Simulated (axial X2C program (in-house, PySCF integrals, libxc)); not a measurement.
# Curves of ONdS⁺ from open-shell CI on f(δφ)1 f(π)0

Computed with an axial X2C code built on PySCF integrals: two-component X2C with atomic mean-field Coulomb and Gaunt terms, basis O dyall-v2z, Nd dyall-v2z, S dyall-v2z (cores contracted in-house). Orbitals come from Hartree–Fock averaged over the configuration Nd f(δφ)1 f(π)0; CI then distributes these electrons over the f(δφ), f(π) shells of Nd.

Scan along the O–Nd bond with NdS moving as one mass, its bond held at 2.150 Å; masses O 15.995 u, Nd 141.908 u, S 31.972 u. Energies in cm⁻¹ from the lowest point; levels are followed by energy order within each Ω. Lowest level at 1.683 Å: 100% f(δφ)1.

```tsv
R (Å)	(1)Ω=5/2	(1)Ω=3/2	(1)Ω=7/2	(2)Ω=5/2
1.565	3840	6939	7415	10206
1.624	996	4418	4709	8018
1.683	0	3707	3880	7711
1.750	486	4467	4574	8988
1.818	2172	6387	6483	11473
1.893	4848	9276	9404	15001
1.986	8551	13205	13409	19733
```

Q: Fit the curves (1)Ω=5/2, (1)Ω=3/2, (1)Ω=7/2, (2)Ω=5/2 near their minima.

A: From the open-shell CI curves, Te from the lowest:

| level | Te (cm⁻¹) | Re (Å) | ωe (cm⁻¹) |
| --- | --- | --- | --- |
| (1)Ω=5/2 | 0 | 1.694 | 913.4 |
| (1)Ω=3/2 | 3730 | 1.682 | 930.0 |
| (1)Ω=7/2 | 3901 | 1.686 | 939.8 |
| (2)Ω=5/2 | 7661 | 1.664 | 996.1 |

Without dynamic correlation distances can be off by several hundredths of an Å (long for ionic bonds, short for multiple bonds) and the wavenumbers are rough.

There is no dynamic correlation: spin–orbit spacings and, for f shells, spacings inside one term are the most reliable numbers, splittings between terms come out too wide, and energies between configurations are not reliable, so the lowest level need not be the ground state of the molecule. At most 6 roots were kept for each Ω > 0 (twice that for Ω = 0) within 3.5 eV of the lowest, so higher up levels can be missing between those listed; levels with Ω > 0 are doubly degenerate and listed once, Ω = 0 levels singly. States that fill the shells left empty in the average are placed too high. The molecule was held linear; bending was not examined.
